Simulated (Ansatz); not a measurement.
`[OH][Cu-][P+](F)(F)F`, 7 atoms. Total charge 0; spin multiplicity 1. For Cu the d shell is correlated and the shells below it are frozen. Scalar relativity is left out up to krypton. All runs use 4 threads of a server CPU on a shared host. Correlated methods freeze the cores.

Question: How many basis functions does each run have, and how long does it take in Ansatz? RKS PBE0-D4/def2-TZVP frequencies; RKS ωB97M-V/def2-QZVPP energy; RKS PBE0-D4/def2-SVP energy; RHF-MP2 with 3s3p of Cu, Zn/def2-QZVPP energy; RKS PBE0-D4/def2-QZVPP energy; RHF-CCSD(T) with 3s3p of Cu, Zn/def2-TZVPP energy; RKS PBE0-D4/def2-TZVP relaxation (22 steps); RHF-CCSD(T) with 3s3p of Cu, Zn/def2-SVP energy; RKS HSE06 (plane-wave form)-D4/def2-TZVPP energy; direct RPA on PBE orbitals with 3s3p of Cu, Zn/def2-TZVPP energy; RKS PBE0-D4/def2-TZVPP energy; RKS r2SCANh-D4/def2-TZVPP energy. (Best estimate.)

Answer: Computed: Other jobs shared the machine, so times are rough.

```
                                                    level                    job  functions  wall time  peak host memory (GiB)
                                     RKS PBE0-D4/def2-SVP                 energy        110      2.6 s                    0.26
                                   RKS PBE0-D4/def2-TZVPP                 energy        244      8.1 s                    0.76
                RKS HSE06 (plane-wave form)-D4/def2-TZVPP                 energy        244      8.5 s                     0.8
                                RKS r2SCANh-D4/def2-TZVPP                 energy        244       12 s                    0.76
direct RPA on PBE orbitals with 3s3p of Cu, Zn/def2-TZVPP                 energy        244       17 s                    0.61
                                   RKS PBE0-D4/def2-QZVPP                 energy        428       17 s                     1.7
                 RHF-CCSD(T) with 3s3p of Cu, Zn/def2-SVP                 energy        110       18 s                    0.55
                                   RKS ωB97M-V/def2-QZVPP                 energy        428       32 s                       2
                   RHF-MP2 with 3s3p of Cu, Zn/def2-QZVPP                 energy        428       42 s                     2.2
                                    RKS PBE0-D4/def2-TZVP  relaxation (22 steps)        212    3.3 min                    0.68
                                    RKS PBE0-D4/def2-TZVP            frequencies        212    4.3 min                    0.68
               RHF-CCSD(T) with 3s3p of Cu, Zn/def2-TZVPP                 energy        244      6 min                     5.2
```
